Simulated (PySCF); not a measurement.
C₉H₈.
Numbering: `[CH:1]#[C:2][C:3]1=[CH:4][C@@H:5]2[CH:6]=[CH:7][C@H:8]1[CH2:9]2`

Cartesian coordinates in Å at the GFN2-xTB level; atoms count from 1:
```xyz
17
C9H8 angstrom
C      3.4874   -0.3001   -0.1342
C      2.2866   -0.3104   -0.1944
C      0.8881   -0.3067   -0.2003
C      0.0278   -0.7347   -1.1291
C     -1.3690   -0.4430   -0.6117
C     -1.4741    1.0754   -0.5669
C     -0.6271    1.5001    0.3591
C      0.0499    0.2736    0.9450
C     -1.1301   -0.7109    0.8860
H      4.5359   -0.2984   -0.1092
H      0.2413   -1.1667   -2.0881
H     -2.1816   -0.9681   -1.1056
H     -2.1047    1.6471   -1.2207
H     -0.3904    2.5055    0.6507
H      0.5679    0.4066    1.8904
H     -0.8464   -1.7412    1.1018
H     -1.9684   -0.4163    1.5172
```

Probes without a nucleus sit at each ring's centroid and 1 Å off its mean plane on both sides; NICS is minus the shielding there, NICSzz its component along the normal. Level: GIAO PBE0/pcSseg-1 (PySCF, non-relativistic, gas phase) on the GFN2-xTB geometry, one conformer.

Ring bond lengths (Å), with Mayer bond orders in brackets: C3–C4 1.336 (1.75), C4–C5 1.518 (0.95), C5–C9 1.540 (0.96), C9–C8 1.538 (0.95), C8–C3 1.533 (0.94); C5–C6 1.523 (0.96), C6–C7 1.325 (1.85), C7–C8 1.518 (0.97), C8–C9 1.538 (0.95), C9–C5 1.540 (0.96).

Task: Give the NICS values of each ring in ppm.

Result: 
```tsv
ring	type	NICS(0)	NICS(1), two faces	NICS(1)zz, two faces	rms pucker (Å)	centre to ring atoms, mean (Å)
C3–C4–C5–C9–C8	5-membered carbocycle; formal bonds 1 double, 4 single	-2.4	-3.3 / -4.0	-6.9 / -3.0	0.27	1.23
C5–C6–C7–C8–C9	5-membered carbocycle; formal bonds 1 double, 4 single	-1.6	-3.5 / -3.8	-7.2 / -3.8	0.26	1.22
```

Task: What can be read from them?

Result: 
- C3–C4–C5–C9–C8: mean NICS(1)zz -4.9 ppm, shielded. C5, C8, C9 have four or more neighbours, so the value isn't read as a sign of a π ring current. C6, outside the ring, lies only 1.14 Å from a NICS(1) probe, which then mostly feels that atom. The two faces differ by 3.9 ppm, so no symmetry operation interchanges them.
- C5–C6–C7–C8–C9: mean NICS(1)zz -5.5 ppm, shielded. C5, C8, C9 have four or more neighbours; no verdict on aromaticity is drawn. C3, outside the ring, lies only 1.14 Å from a NICS(1) probe, which then mostly feels that atom. The two faces differ by 3.4 ppm, so no symmetry operation interchanges them.

Task: What is the mean of the two in-plane components of NICS at the first NICS(1) probe listed for ring C3–C4–C5–C9–C8, 1 Å off the ring?

Result: The isotropic value is a third of the trace: (3 × -3.3 − (-6.9))/2 = -1.5 ppm.

Task: Give the inner angles of the rings and the Hirshfeld charges of the ring atoms.

Result: 
- C3–C4–C5–C9–C8: C3 106.8° (0.000 e), C4 107.1° (-0.035 e), C5 98.9° (-0.026 e), C9 92.6° (-0.063 e), C8 98.5° (-0.021 e); sum 503.9° against 540° for a flat convex ring.
- C5–C6–C7–C8–C9: C5 98.9° (-0.026 e), C6 107.2° (-0.052 e), C7 107.2° (-0.052 e), C8 99.2° (-0.021 e), C9 92.6° (-0.063 e); sum 505.2° against 540° for a flat convex ring.
